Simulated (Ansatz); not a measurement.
Molecular dynamics of AlH$_{8}$N$_{2}$P

Input file:

```yaml
crystal:
  periodic: [false, false, false]
  atoms:
    - { symbol: Al, position_ang: [0.071441, 0.284782, -0.219592] }
    - { symbol: H, position_ang: [0.111189, -0.192859, 1.434685] }
    - { symbol: "N", position_ang: [1.548173, 0.068223, -1.173257] }
    - { symbol: H, position_ang: [1.889942, -0.831931, -1.519464] }
    - { symbol: H, position_ang: [2.193825, 0.824798, -1.413131] }
    - { symbol: "N", position_ang: [-1.608063, 0.006218, -0.704817] }
    - { symbol: H, position_ang: [-2.345396, -0.354649, -0.095035] }
    - { symbol: H, position_ang: [-1.981649, 0.277068, -1.618373] }
    - { symbol: P, position_ang: [0.508819, 2.577648, 0.647939] }
    - { symbol: H, position_ang: [-0.50154, 2.920381, 1.608438] }
    - { symbol: H, position_ang: [1.601149, 2.571774, 1.582511] }
    - { symbol: H, position_ang: [0.27701, 0.957945, 1.383294] }
basis:
  gaussian: { orbitals: def2-SVP }
hamiltonian:
  xc: lda
md:
  timestep: 0.5
  n_steps: 200
  ensemble: nve
  temperature: 100.0
  initial_velocities: maxwell_boltzmann
  seed: 11972
```

Run as:

```bash
$ ansatz run input.yaml --threads 2 --pin off --max-ram 3072MiB --backend cpu --events-out ev --progress --plain --runs-dir out
```

It starts at the highest image of a converged band. Of that band: The profile has 2 maxima (images 1, 3) with wells between them (image 2): this band takes more than one step, which may be the mechanism or a detour left from its start path. A vibrational analysis at the climbing image gives one clearly imaginary mode, 705i cm⁻¹: a first-order saddle point.

Output, in part (one step line in 3, the closing report, with atoms numbered from 0):

```
md step     0: t =     0.00 fs  T =   100.0 K  F+E_penalty+E_count = -18900.01594173 eV  E_kin = 0.129260 eV  conserved = -18899.88668173 eV  (29 SCF iters)
md step     3: t =     1.50 fs  T =    79.6 K  F+E_penalty+E_count = -18899.98900339 eV  E_kin = 0.102886 eV  conserved = -18899.88611700 eV  (30 SCF iters)
md step     6: t =     3.00 fs  T =    63.9 K  F+E_penalty+E_count = -18899.96852909 eV  E_kin = 0.082575 eV  conserved = -18899.88595394 eV  (31 SCF iters)
md step     9: t =     4.50 fs  T =    68.9 K  F+E_penalty+E_count = -18899.97539725 eV  E_kin = 0.089004 eV  conserved = -18899.88639329 eV  (31 SCF iters)
md step    12: t =     6.00 fs  T =    60.8 K  F+E_penalty+E_count = -18899.96466499 eV  E_kin = 0.078552 eV  conserved = -18899.88611261 eV  (31 SCF iters)
md step    15: t =     7.50 fs  T =    58.3 K  F+E_penalty+E_count = -18899.96140353 eV  E_kin = 0.075315 eV  conserved = -18899.88608834 eV  (31 SCF iters)
md step    18: t =     9.00 fs  T =    63.0 K  F+E_penalty+E_count = -18899.96793982 eV  E_kin = 0.081485 eV  conserved = -18899.88645472 eV  (30 SCF iters)
md step    21: t =    10.50 fs  T =    48.5 K  F+E_penalty+E_count = -18899.94873283 eV  E_kin = 0.062646 eV  conserved = -18899.88608701 eV  (30 SCF iters)
md step    24: t =    12.00 fs  T =    47.3 K  F+E_penalty+E_count = -18899.94700082 eV  E_kin = 0.061132 eV  conserved = -18899.88586839 eV  (30 SCF iters)
md step    27: t =    13.50 fs  T =    73.9 K  F+E_penalty+E_count = -18899.98202978 eV  E_kin = 0.095464 eV  conserved = -18899.88656582 eV  (30 SCF iters)
md step    30: t =    15.00 fs  T =    73.2 K  F+E_penalty+E_count = -18899.98087109 eV  E_kin = 0.094579 eV  conserved = -18899.88629236 eV  (30 SCF iters)
md step    33: t =    16.50 fs  T =    64.2 K  F+E_penalty+E_count = -18899.96878062 eV  E_kin = 0.082940 eV  conserved = -18899.88584076 eV  (31 SCF iters)
md step    36: t =    18.00 fs  T =    86.2 K  F+E_penalty+E_count = -18899.99758562 eV  E_kin = 0.111390 eV  conserved = -18899.88619545 eV  (30 SCF iters)
md step    39: t =    19.50 fs  T =   111.0 K  F+E_penalty+E_count = -18900.02984313 eV  E_kin = 0.143474 eV  conserved = -18899.88636880 eV  (30 SCF iters)
md step    42: t =    21.00 fs  T =   124.9 K  F+E_penalty+E_count = -18900.04748298 eV  E_kin = 0.161452 eV  conserved = -18899.88603059 eV  (30 SCF iters)
md step    45: t =    22.50 fs  T =   149.3 K  F+E_penalty+E_count = -18900.07942919 eV  E_kin = 0.192996 eV  conserved = -18899.88643283 eV  (30 SCF iters)
md step    48: t =    24.00 fs  T =   156.5 K  F+E_penalty+E_count = -18900.08858377 eV  E_kin = 0.202311 eV  conserved = -18899.88627313 eV  (30 SCF iters)
md step    51: t =    25.50 fs  T =   159.9 K  F+E_penalty+E_count = -18900.09244607 eV  E_kin = 0.206630 eV  conserved = -18899.88581584 eV  (30 SCF iters)
md step    54: t =    27.00 fs  T =   197.4 K  F+E_penalty+E_count = -18900.14142315 eV  E_kin = 0.255223 eV  conserved = -18899.88620056 eV  (29 SCF iters)
md step    57: t =    28.50 fs  T =   235.8 K  F+E_penalty+E_count = -18900.19139550 eV  E_kin = 0.304809 eV  conserved = -18899.88658687 eV  (30 SCF iters)
md step    60: t =    30.00 fs  T =   243.6 K  F+E_penalty+E_count = -18900.20093188 eV  E_kin = 0.314889 eV  conserved = -18899.88604264 eV  (29 SCF iters)
md step    63: t =    31.50 fs  T =   263.3 K  F+E_penalty+E_count = -18900.22646854 eV  E_kin = 0.340391 eV  conserved = -18899.88607715 eV  (27 SCF iters)
md step    66: t =    33.00 fs  T =   296.1 K  F+E_penalty+E_count = -18900.26919194 eV  E_kin = 0.382801 eV  conserved = -18899.88639060 eV  (30 SCF iters)
md step    69: t =    34.50 fs  T =   317.7 K  F+E_penalty+E_count = -18900.29673315 eV  E_kin = 0.410625 eV  conserved = -18899.88610779 eV  (30 SCF iters)
md step    72: t =    36.00 fs  T =   348.6 K  F+E_penalty+E_count = -18900.33673152 eV  E_kin = 0.450558 eV  conserved = -18899.88617350 eV  (29 SCF iters)
md step    75: t =    37.50 fs  T =   382.8 K  F+E_penalty+E_count = -18900.38136871 eV  E_kin = 0.494863 eV  conserved = -18899.88650582 eV  (30 SCF iters)
md step    78: t =    39.00 fs  T =   394.4 K  F+E_penalty+E_count = -18900.39599621 eV  E_kin = 0.509854 eV  conserved = -18899.88614182 eV  (30 SCF iters)
md step    81: t =    40.50 fs  T =   413.3 K  F+E_penalty+E_count = -18900.42016811 eV  E_kin = 0.534202 eV  conserved = -18899.88596607 eV  (29 SCF iters)
md step    84: t =    42.00 fs  T =   451.2 K  F+E_penalty+E_count = -18900.46981412 eV  E_kin = 0.583274 eV  conserved = -18899.88654010 eV  (29 SCF iters)
md step    87: t =    43.50 fs  T =   464.4 K  F+E_penalty+E_count = -18900.48663773 eV  E_kin = 0.600304 eV  conserved = -18899.88633324 eV  (29 SCF iters)
md step    90: t =    45.00 fs  T =   469.0 K  F+E_penalty+E_count = -18900.49224004 eV  E_kin = 0.606254 eV  conserved = -18899.88598566 eV  (30 SCF iters)
md step    93: t =    46.50 fs  T =   495.9 K  F+E_penalty+E_count = -18900.52732667 eV  E_kin = 0.641045 eV  conserved = -18899.88628128 eV  (29 SCF iters)
md step    96: t =    48.00 fs  T =   519.5 K  F+E_penalty+E_count = -18900.55792992 eV  E_kin = 0.671504 eV  conserved = -18899.88642560 eV  (29 SCF iters)
md step    99: t =    49.50 fs  T =   525.2 K  F+E_penalty+E_count = -18900.56497280 eV  E_kin = 0.678889 eV  conserved = -18899.88608381 eV  (28 SCF iters)
md step   102: t =    51.00 fs  T =   534.1 K  F+E_penalty+E_count = -18900.57684019 eV  E_kin = 0.690438 eV  conserved = -18899.88640242 eV  (29 SCF iters)
md step   105: t =    52.50 fs  T =   525.4 K  F+E_penalty+E_count = -18900.56554767 eV  E_kin = 0.679157 eV  conserved = -18899.88639057 eV  (28 SCF iters)
md step   108: t =    54.00 fs  T =   503.9 K  F+E_penalty+E_count = -18900.53737445 eV  E_kin = 0.651394 eV  conserved = -18899.88598036 eV  (29 SCF iters)
md step   111: t =    55.50 fs  T =   506.0 K  F+E_penalty+E_count = -18900.54027177 eV  E_kin = 0.654063 eV  conserved = -18899.88620879 eV  (29 SCF iters)
md step   114: t =    57.00 fs  T =   512.1 K  F+E_penalty+E_count = -18900.54850807 eV  E_kin = 0.661953 eV  conserved = -18899.88655505 eV  (29 SCF iters)
md step   117: t =    58.50 fs  T =   492.7 K  F+E_penalty+E_count = -18900.52297724 eV  E_kin = 0.636852 eV  conserved = -18899.88612491 eV  (29 SCF iters)
md step   120: t =    60.00 fs  T =   480.3 K  F+E_penalty+E_count = -18900.50689382 eV  E_kin = 0.620846 eV  conserved = -18899.88604821 eV  (29 SCF iters)
md step   123: t =    61.50 fs  T =   482.9 K  F+E_penalty+E_count = -18900.51061985 eV  E_kin = 0.624245 eV  conserved = -18899.88637521 eV  (30 SCF iters)
md step   126: t =    63.00 fs  T =   476.1 K  F+E_penalty+E_count = -18900.50150420 eV  E_kin = 0.615354 eV  conserved = -18899.88615026 eV  (28 SCF iters)
md step   129: t =    64.50 fs  T =   475.6 K  F+E_penalty+E_count = -18900.50087418 eV  E_kin = 0.614766 eV  conserved = -18899.88610862 eV  (29 SCF iters)
md step   132: t =    66.00 fs  T =   484.0 K  F+E_penalty+E_count = -18900.51201446 eV  E_kin = 0.625612 eV  conserved = -18899.88640254 eV  (29 SCF iters)
md step   135: t =    67.50 fs  T =   477.2 K  F+E_penalty+E_count = -18900.50308643 eV  E_kin = 0.616877 eV  conserved = -18899.88620951 eV  (29 SCF iters)
md step   138: t =    69.00 fs  T =   471.1 K  F+E_penalty+E_count = -18900.49494250 eV  E_kin = 0.608917 eV  conserved = -18899.88602540 eV  (28 SCF iters)
md step   141: t =    70.50 fs  T =   479.0 K  F+E_penalty+E_count = -18900.50566379 eV  E_kin = 0.619205 eV  conserved = -18899.88645899 eV  (28 SCF iters)
md step   144: t =    72.00 fs  T =   468.5 K  F+E_penalty+E_count = -18900.49200203 eV  E_kin = 0.605647 eV  conserved = -18899.88635522 eV  (29 SCF iters)
md step   147: t =    73.50 fs  T =   448.2 K  F+E_penalty+E_count = -18900.46530168 eV  E_kin = 0.579296 eV  conserved = -18899.88600534 eV  (29 SCF iters)
md step   150: t =    75.00 fs  T =   448.4 K  F+E_penalty+E_count = -18900.46574531 eV  E_kin = 0.579559 eV  conserved = -18899.88618644 eV  (30 SCF iters)
md step   153: t =    76.50 fs  T =   453.9 K  F+E_penalty+E_count = -18900.47307249 eV  E_kin = 0.586695 eV  conserved = -18899.88637748 eV  (28 SCF iters)
md step   156: t =    78.00 fs  T =   447.4 K  F+E_penalty+E_count = -18900.46444069 eV  E_kin = 0.578289 eV  conserved = -18899.88615122 eV  (28 SCF iters)
md step   159: t =    79.50 fs  T =   442.7 K  F+E_penalty+E_count = -18900.45852258 eV  E_kin = 0.572200 eV  conserved = -18899.88632232 eV  (27 SCF iters)
md step   162: t =    81.00 fs  T =   427.7 K  F+E_penalty+E_count = -18900.43919256 eV  E_kin = 0.552831 eV  conserved = -18899.88636120 eV  (28 SCF iters)
md step   165: t =    82.50 fs  T =   401.4 K  F+E_penalty+E_count = -18900.40491064 eV  E_kin = 0.518887 eV  conserved = -18899.88602351 eV  (28 SCF iters)
md step   168: t =    84.00 fs  T =   392.6 K  F+E_penalty+E_count = -18900.39357199 eV  E_kin = 0.507417 eV  conserved = -18899.88615516 eV  (28 SCF iters)
md step   171: t =    85.50 fs  T =   390.8 K  F+E_penalty+E_count = -18900.39166723 eV  E_kin = 0.505188 eV  conserved = -18899.88647950 eV  (29 SCF iters)
md step   174: t =    87.00 fs  T =   371.2 K  F+E_penalty+E_count = -18900.36592560 eV  E_kin = 0.479768 eV  conserved = -18899.88615776 eV  (29 SCF iters)
md step   177: t =    88.50 fs  T =   360.8 K  F+E_penalty+E_count = -18900.35241664 eV  E_kin = 0.466427 eV  conserved = -18899.88598937 eV  (28 SCF iters)
md step   180: t =    90.00 fs  T =   373.1 K  F+E_penalty+E_count = -18900.36870858 eV  E_kin = 0.482324 eV  conserved = -18899.88638445 eV  (29 SCF iters)
md step   183: t =    91.50 fs  T =   375.3 K  F+E_penalty+E_count = -18900.37143450 eV  E_kin = 0.485155 eV  conserved = -18899.88627923 eV  (29 SCF iters)
md step   186: t =    93.00 fs  T =   371.5 K  F+E_penalty+E_count = -18900.36627862 eV  E_kin = 0.480174 eV  conserved = -18899.88610445 eV  (29 SCF iters)
md step   189: t =    94.50 fs  T =   374.9 K  F+E_penalty+E_count = -18900.37085922 eV  E_kin = 0.484542 eV  conserved = -18899.88631693 eV  (27 SCF iters)
md step   192: t =    96.00 fs  T =   369.9 K  F+E_penalty+E_count = -18900.36433059 eV  E_kin = 0.478115 eV  conserved = -18899.88621519 eV  (28 SCF iters)
md step   195: t =    97.50 fs  T =   367.2 K  F+E_penalty+E_count = -18900.36064002 eV  E_kin = 0.474649 eV  conserved = -18899.88599112 eV  (29 SCF iters)
md step   198: t =    99.00 fs  T =   382.4 K  F+E_penalty+E_count = -18900.38070895 eV  E_kin = 0.494235 eV  conserved = -18899.88647403 eV  (28 SCF iters)
md step   200: t =   100.00 fs  T =   383.3 K  F+E_penalty+E_count = -18900.38194808 eV  E_kin = 0.495397 eV  conserved = -18899.88655095 eV  (29 SCF iters)
Total energy: -18900.38198924 eV, -694.5762269654 hartree
Atom 0 at     0.013574    -0.405004    -0.248577 Å, force     0.421175     0.014525    -0.099214 eV/Å
Atom 1 at     0.220229    -1.548624     0.850155 Å, force    -0.110555     0.111765    -0.003973 eV/Å
Atom 2 at     1.380990     0.304998    -1.145553 Å, force     0.694328    -0.007372     0.231262 eV/Å
Atom 3 at     2.317127     0.495782    -0.750181 Å, force    -0.308969    -0.235138    -0.178648 eV/Å
Atom 4 at     1.364642     0.617587    -2.119632 Å, force    -0.109839     0.008143    -0.030730 eV/Å
Atom 5 at    -1.489059     0.255384    -0.874960 Å, force    -0.295560     0.396779    -0.233512 eV/Å
Atom 6 at    -2.464165    -0.035774    -0.834301 Å, force    -0.133369    -0.074135     0.118075 eV/Å
Atom 7 at    -1.409980     1.157364    -1.371899 Å, force    -0.087024    -0.290871     0.063398 eV/Å
Atom 8 at     0.539268     2.802239     0.877376 Å, force     0.633103     0.588057    -0.220345 eV/Å
Atom 9 at    -0.273441     3.853421     0.309667 Å, force    -0.101674     0.004625     0.177625 eV/Å
Atom 10 at     1.234885     2.662844    -0.391467 Å, force    -0.100146    -0.117274     0.326159 eV/Å
Atom 11 at     1.538040     3.779931     1.375614 Å, force    -0.501470    -0.399105    -0.150097 eV/Å
Dipole moment:    -0.012708     0.377161    -0.270278 e Å
```

All steps were run. The conserved energy stayed within 0.076 meV per atom of its start (net change 0.011 meV per atom), so the integration is sound. The kinetic energy rose, since the run started high on the potential surface and went downhill. It ends in pieces (AlH5N2 + H3P), so much of that is their flight and rotation, not heat. A run of 0.1 ps of so small a system gives no equilibrium averages. The orbitals stay closed-shell, which can raise the energy where a bond breaks towards radicals; this wasn't checked here.

Between its relaxed ends the band would form Al1–P9, H2–H12 and break Al1–H2, P9–H12. These pairs go: Al1–P9 2.49 → 3.44 Å, H2–H12 1.16 → 5.51 Å, Al1–H2 1.72 → 1.60 Å, P9–H12 1.79 → 1.48 Å. In the last frame they stand as before the step (other bonds may differ from the relaxed reactants and products). Also parted: Al1–H12 1.75 → 4.74 Å. It ends as AlH5N2 + H3P. Pairs count as bonded within 1.25 times the sum of covalent radii (0.12 Å more for H–H).

Last frame:

```xyz
12
Properties=species:S:1:pos:R:3
Al 0.014 -0.405 -0.249
H 0.220 -1.549 0.850
N 1.381 0.305 -1.146
H 2.317 0.496 -0.750
H 1.365 0.618 -2.120
N -1.489 0.255 -0.875
H -2.464 -0.036 -0.834
H -1.410 1.157 -1.372
P 0.539 2.802 0.877
H -0.273 3.853 0.310
H 1.235 2.663 -0.392
H 1.538 3.780 1.376
```

Time of the run: 3.4 min on 2 threads of Arm Neoverse V2, with other jobs on the host, peak memory 0.13 GiB.
